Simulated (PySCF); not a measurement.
## Bond length, frequency and bond energy of NaBe by level of theory

State: ²Σ⁺ (doublet), unpaired electrons σ ↑. Set-up: PySCF, no relativity, basis sets Na aug-cc-pVDZ, Be aug-cc-pVDZ. De refers to Na + Be in their ground configurations, without counterpoise correction. The functionals are run spin-unrestricted. A positive dipole means Na(−)Be(+). Levels whose curve was spin-contaminated or gave no clean fit are not listed.

```json
{"Level": "PBE", "Re (Å)": "2.870", "ωe (cm⁻¹)": "218", "De (eV)": "0.435", "μ (D)": "-2.52", "CPU s a point (SCF and correlation, without the integrals)": "0.47"}
{"Level": "revPBE", "Re (Å)": "2.920", "ωe (cm⁻¹)": "209", "De (eV)": "0.385", "μ (D)": "-2.53", "CPU s a point (SCF and correlation, without the integrals)": "0.39"}
{"Level": "r²SCAN", "Re (Å)": "2.911", "ωe (cm⁻¹)": "217", "De (eV)": "0.453", "μ (D)": "-2.84", "CPU s a point (SCF and correlation, without the integrals)": "0.68"}
{"Level": "PBE0", "Re (Å)": "2.898", "ωe (cm⁻¹)": "214", "De (eV)": "0.362", "μ (D)": "-2.75", "CPU s a point (SCF and correlation, without the integrals)": "0.84"}
{"Level": "B2PLYP", "Re (Å)": "2.926", "ωe (cm⁻¹)": "183", "De (eV)": "0.203", "μ (D)": "-2.27", "CPU s a point (SCF and correlation, without the integrals)": "0.56"}
```

(1) What does a quarter of exact exchange do here, going from PBE to PBE0?

(2) What does the step from GGA to meta-GGA do here, going from PBE to r²SCAN?

Correlated steps freeze 1 core orbital. The bond is weak. Basis-set superposition, not corrected here, can be much of De in a small basis, most of all at correlated wavefunction levels. Functionals without a dispersion term scatter widely for such bonds, and LDA overbinds them. B2PLYP dipoles, levels and charges come from its SCF part alone. The state was picked by a PBE0 search and need not be the measured ground state.

The whole job (state search and all levels along the bond) took about 2.6 min on 1 thread of Oxide Virtual Turin-like (shared host), peak memory 0.66 GiB.

Answers

(1) PBE0 less PBE: +2.8 pm in Re, -1.8 % in ωe, -0.07 eV in De. Exact exchange removes part of the self-interaction that spreads semilocal densities, and in most molecules shortens and stiffens the bond and lowers De; here Re and ωe go the other way.

(2) r²SCAN less PBE: +4.1 pm in Re, -0.5 % in ωe, +0.02 eV in De.
